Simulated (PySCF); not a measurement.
anisole (C7H8O), SMILES COc1ccccc1.

The structure is a stationary point at r2SCAN-D4/def2-SVP. Other conformers were not sampled.

Calculation: PBE/def2-TZVP (PySCF).

Gas-phase values at a fixed geometry.

- total energy = -346.46118 hartree
- point group = Cs
- highest occupied level = -5.35 eV
- lowest empty level = -1.12 eV
- orbital gap = 4.23 eV
- dipole moment = 1.30 D
- quadrupole, principal values (traceless, Buckingham form, about the centre of nuclear charge) = -8.47, -0.57, 9.04 D·Å
